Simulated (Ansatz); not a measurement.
KPt3. The state is a doublet with charge 0. Geometry r2SCAN-D4/def2-SVP, basis def2-TZVP, Ansatz.

```xyz
4

K     0.078   -1.706    1.239
Pt    1.390    0.398   -0.736
Pt   -0.421    1.384    0.735
Pt   -1.047   -0.077   -1.237
```

| run | HOMO (eV) | LUMO (eV) |
| --- | --- | --- |
| A | -4.55 | -2.13 |
| B | -5.68 | -1.23 |
| C | -4.16 | -2.49 |
| D | -3.57 | -3.08 |
| E | -4.76 | -2.03 |
| F | -6.48 | -0.57 |

In the def2 sets Pt takes a core potential; there is no spin–orbit coupling. HSE06 is defined as in plane-wave codes, on full-range PBE exchange. The structure comes from a short search, and lower isomers may exist.

HOMO and LUMO are taken over both spins.

Question: The runs used CAM-B3LYP, HSE06, PBE, PBE0, r2SCAN0, ωB97M-V. Estimate which is which.

Answer: A PBE0 (25 % exact exchange); B CAM-B3LYP (range-separated); C HSE06 (range-separated); D PBE (0 % exact exchange); E r2SCAN0 (25 % exact exchange); F ωB97M-V (range-separated). Exact exchange lowers occupied and raises empty levels; among semilocal functionals meta-GGAs tend to open the gap a little, and such runs are hard to tell apart. The gap grows from 0.49 eV (PBE) to 5.90 eV (ωB97M-V). At CAM-B3LYP-D4/def2-TZVP, r2SCAN0-D4/def2-TZVP the charge 0 doublet is spin-contaminated (final ⟨S²⟩ up to 0.90, 0.75 for a pure state).
